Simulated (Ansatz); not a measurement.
Consider the substitution at a C–S bond: `C#CSCC` + `Sc1ccccc1` → `CCSc1ccccc1` + `C#CS`.

Gas-phase electronic energies from Ansatz, PBE0-D4/def2-TZVP geometries. CBS: MP2 limit from def2 TZ/QZ plus the TZ coupled-cluster correction, frozen cores. This one scheme is used for every species. Functionals use def2-TZVPP. Each species was taken in one conformer, which may not be the lowest.

```csv
level,ΔE (kJ/mol)
BLYP-D4,8.6
r2SCAN-D4,9.8
CAM-B3LYP-D4,8.1
BLYP,14.3
CAM-B3LYP,11.2
LC-ωPBE,9.8
CCSD(T)/def2-SVP,6.1
SCS-MP2/def2-TZVPP,8.0
```

Question: What does CCSD(T)/CBS give? (Best estimate.)

Answer: Ansatz gave: +7.4 kJ/mol. The listed levels differ from it by 1.2, 2.4, 0.7, 6.9, 3.8, 2.4, -1.3, 0.6 kJ/mol.

Largest T1 diagnostic among the species: 0.013.

Leaving LDA and LC-ωPBE aside and taking each functional with its dispersion term where it has one, the values, not all of them listed here, spread over 3.0 kJ/mol, from revPBE-D4 to B2PLYP. LDA lies −5.1 kJ/mol from PBE without D4. The D4 term adds −4.6 kJ/mol with B3LYP and −3.0 kJ/mol with PBE0; it sums over pairs of atoms, weighted by their polarisabilities, and B3LYP, whose exchange is more repulsive, gets the larger term.

CCSD(T)/CBS has its own doubt, a few kJ/mol and more with outer-core shells, so smaller differences from it don't rank the levels.

B3LYP here is the variant with VWN-RPA as its local correlation; programs differ in this.
